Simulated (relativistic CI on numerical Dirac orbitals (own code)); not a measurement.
**Cd III: calculation against measurement**

Calculated at this level of theory: Dirac-Coulomb-Breit CI, separate exchange-only KLI orbitals for each configuration, QED by a radiative potential, valence Slater integrals scaled by 0.85, P86 correlation energy added to each configuration (own radial code, finite nucleus).

Configuration list (outside the closed core [Kr]): 4d¹⁰, 4d⁹5s, 4d⁹5p, 4d⁹4f, 4d⁸5s², 4d⁹5d, 4d⁹6s, 4d⁹6p, 4d⁸4f², 4d⁹6d, 4d⁸5s5p, 4d⁹5f, 4d⁹5g, 4d⁹6f, 4d⁹6g, 4d⁸5p². Levels of other configurations are missing.

| Configuration | Term (tabulated) | J | Measured (cm⁻¹) | Computed | Error | Purity (%) |
| --- | --- | --- | --- | --- | --- | --- |
| 4d¹⁰ | 1S | 0 | 0.0 | 0 | 0 | 100 |
| 4d⁹5s | 3D | 3 | 80454.3 | 84030 | 3576 | 100 |
| 4d⁹5s | 3D | 2 | 82354.6 | 85940 | 3585 | 78 |
| 4d⁹5s | 3D | 1 | 86219.5 | 89597 | 3377 | 100 |
| 4d⁹5s | 1D | 2 | 88871.8 | 92413 | 3541 | 77 |
| 4d⁸5s² | 3F | 4 | 179022.4 | 185100 | 6077 | 95 |
| 4d⁸5s² | 3F | 3 | 184094.3 | 189996 | 5902 | 96 |
| 4d⁸5s² | 3F | 2 | 185798.5 | 191863 | 6065 | 78 |
| 4d⁸5s² | 3P † | 1 | 196123.7 | 204185 | 8061 | 73 |
| 4d⁸5s² | 3P † | 0 | 196258.2 | 203416 | 7158 | 67 |
| 4d⁸5s² | 1G | 4 | 200932.8 | 207479 | 6546 | 67 |
| 4d⁹5d | 3S | 1 | 202966.1 | 200581 | -2385 | 73 |
| 4d⁹6s | 3D | 3 | 204421.1 | 202569 | -1852 | 100 |
| 4d⁹5d | 3D | 3 | 206087.7 | 203706 | -2382 | 79 |
| 4d⁹5d | 3F | 4 | 206967.8 | 204470 | -2498 | 79 |
| 4d⁹6s | 3D | 1 | 210220.5 | 208159 | -2062 | 100 |
| 4d⁹5d | 3G | 3 | 210837.5 | 208316 | -2522 | 79 |
| 4d⁹5d | 3F | 2 | 211924.8 | 210088 | -1837 | 69 |
| 4d⁹5d | 3D | 1 | 212049.8 | 208783 | -3266 | 72 |

Measured levels from Moore, Atomic Energy Levels, vol. III, NSRDS-NBS 35 (1971 reprint of NBS Circular 467, 1958); pairs were made by configuration, J and term (by order where the table uses no LS term), so strongly mixed levels may be paired wrongly. The analysis dates from before 1960.

Mean error by configuration (cm⁻¹): 4d⁹5s 3520; 4d⁸5s² 6148; 4d⁹5d -2482; 4d⁹6s -1957. Over the excited levels the mean absolute error is 3592 cm⁻¹ (18 of the 28 excited levels that our extract of the source holds in range could be paired, and the others can miss by more), and the median relative error of those above 1,000 cm⁻¹ is 2.4 %. † marks terms whose computed intervals miss the measured ones by more than a factor of 2.5, or configurations far off the rest, from wrong mixing, a near crossing or a doubtful label or measurement; they are left out of the means.
